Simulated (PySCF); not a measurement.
**19F shifts, computed and measured**

Computed: GIAO KT3/pcSseg-2, gas phase, PySCF SCF with an in-house response code, geometries PBE0-D3(BJ)/def2-SVP, one conformer, no vibrational averaging, against isolated CFCl3 at the same level. Measured: against CFCl3, in the medium listed. The two scales can differ by a constant.

```json
{"compound (atom-mapped SMILES)": "[CH3:1][N:2]([C:3](=[O:4])[C:5]([F:6])([F:7])[F:8])[C:9](=[O:10])[C:11]([F:12])([F:13])[F:14]", "atom": "F6/7/8/12/13/14", "computed / ppm": "-100.0", "measured / ppm": "-71.3", "medium": "not stated"}
{"compound (atom-mapped SMILES)": "[F:1][c:2]1[cH:3][cH:4][c:5](-[c:6]2[cH:7][cH:8][cH:9][cH:10][cH:11]2)[cH:12][cH:13]1", "atom": "F1", "computed / ppm": "-132.8", "measured / ppm": "-116.4", "medium": "not stated"}
{"compound (atom-mapped SMILES)": "[F:1][c:2]1[cH:3][cH:4][cH:5][c:6](-[c:7]2[cH:8][cH:9][cH:10][cH:11][cH:12]2)[cH:13]1", "atom": "F1", "computed / ppm": "-129.7", "measured / ppm": "-113.2", "medium": "not stated"}
```

Task: Give computed and measured shifts for these two.

```
                                                                       compound (atom-mapped SMILES)  atom
[O:1]=[C:2]([F:3])[c:4]1[cH:5][cH:6][cH:7][c:8](-[c:9]2[cH:10][cH:11][cH:12][cH:13][cH:14]2)[cH:15]1    F3
             [CH3:1][CH2:2][O:3][C:4](=[O:5])[C@H:6]([F:7])[c:8]1[cH:9][cH:10][cH:11][cH:12][cH:13]1    F7
```

Result: 
| compound (atom-mapped SMILES) | atom | computed / ppm | measured / ppm | medium |
| --- | --- | --- | --- | --- |
| [O:1]=[C:2]([F:3])[c:4]1[cH:5][cH:6][cH:7][c:8](-[c:9]2[cH:10][cH:11][cH:12][cH:13][cH:14]2)[cH:15]1 | F3 | -9.6 | 18.7 | CDCl3 |
| [CH3:1][CH2:2][O:3][C:4](=[O:5])[C@H:6]([F:7])[c:8]1[cH:9][cH:10][cH:11][cH:12][cH:13]1 | F7 | -233.9 | -174 | not stated |

Task: How well does this level do over the whole set?

Result: Computed less measured averages -30.0 ppm, and the scatter about that mean is 15.9 ppm (rms) over 5 compounds.

Measured values: G. Saielli, R. Bini, A. Bagno, Computational 19F NMR. 2. Organic compounds, RSC Adv. 2014, ESI; Mengjie Cen, Xi Yang, Shanshan Zhang, Liguang Gan, Long Liu, Tieqiao Chen, Facile synthesis of acyl fluorides through deoxyfluorination of carboxylic acids.
